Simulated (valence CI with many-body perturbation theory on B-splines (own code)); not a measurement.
# Ge⁹⁺: what each term of the Hamiltonian does

Computed by valence CI with perturbative core correlation (CI+MBPT): five valence electrons over a frozen Dirac-Fock core [Ar], radial functions for each j: 7 s, 7 p, 8 d, 6 f, 4 g, 1 h, with the one-electron correlation potential Σ1 (screened to all orders), the two-electron term Σ2, the three-electron term Σ3, Breit, model QED; selected single and double excitations, second order for the rest, scaled by the run's own slope (own B-spline code, finite nucleus).

No measured spectrum was set against this ion. As an estimate, terms of the open shell hold to 2 to 4 % of their energy, and close levels can change places. Only levels of the ground parity were solved; by the run's estimate the other parity begins above the list, which can be wrong where configurations are misplaced.

Each rung adds one term. CI alone is the Dirac-Coulomb CI over the frozen core; QED comes last and gives the full result, which names the levels. Energies are above 3d5 6S_5/2 on the same rung, in cm⁻¹.

Names give the largest LS component (configuration and term), which can be under half, so a name can repeat, a term be missing and a line seem to break the LS rules; names also repeat where a configuration has a term twice. Letters in brackets count levels of one name in rising energy.

| Level | CI alone | Σ1 | Σ2 | Σ3 | Breit | QED | Full |
| --- | --- | --- | --- | --- | --- | --- | --- |
| 3d5 4G_5/2 | 60207 | +297 | -1947 | -701 | +117 | -1.0 | 57972 |
| 3d5 4G_11/2 | 60859 | +309 | -1953 | -738 | -460 | +2.5 | 58020 |
| 3d5 4G_7/2 | 60609 | +322 | -1906 | -687 | -68 | +1.8 | 58272 |
| 3d5 4G_9/2 | 60859 | +337 | -1882 | -726 | -269 | +3.4 | 58323 |
| 3d5 4P_5/2 | 65987 | +263 | -1660 | -1169 | +290 | -10 | 63701 |
| 3d5 4P_3/2 | 66768 | +303 | -1515 | -1203 | +239 | -5.5 | 64586 |
| 3d5 4P_1/2 | 67657 | +344 | -1172 | -1329 | +133 | -0.1 | 65633 |
| 3d5 4D_7/2 | 73760 | +386 | -3225 | -305 | -94 | +1.9 | 70522 |
| 3d5 4D_1/2 | 74737 | +440 | -2902 | -471 | +22 | +8.6 | 71834 |
| 3d5 4D_5/2 | 75325 | +464 | -2524 | -579 | -203 | +13 | 72495 |
| 3d5 4D_3/2 | 75308 | +470 | -2559 | -604 | -118 | +13 | 72510 |
| 3d5 2I_11/2 | 87318 | +425 | -2177 | -1461 | -283 | +0.2 | 83822 |
| 3d5 2I_13/2 | 88203 | +477 | -2096 | -1448 | -695 | +5.9 | 84447 |
| 3d5 2D_5/2 [a] | 92408 | +409 | -2302 | -1728 | +263 | -6.5 | 89044 |
| 3d5 2D_3/2 [a] | 95006 | +468 | -2482 | -1573 | +113 | -0.4 | 91531 |
| 3d5 2F_7/2 [a] | 97990 | +498 | -2514 | -1697 | -42 | -0.8 | 94233 |
| 3d5 4F_9/2 | 98712 | +500 | -2716 | -575 | -141 | -0.9 | 95779 |
| 3d5 4F_5/2 | 99400 | +555 | -2391 | -772 | +13 | +5.7 | 96810 |
| 3d5 4F_7/2 | 99907 | +598 | -1805 | -1033 | -184 | +12 | 97496 |

The middle columns are the shifts that each term adds.

(1) How does the ionisation energy move along the ladder, and which term matters most?

Answers

(1) CI alone 242.84, + Σ1 244.81, + Σ2 250.89, + Σ3 250.89, + Breit 250.92, + QED 250.93 eV. The largest step is Σ2, 6.07 eV. NIST lists 252.1 ± 2.2 eV (theoretical).
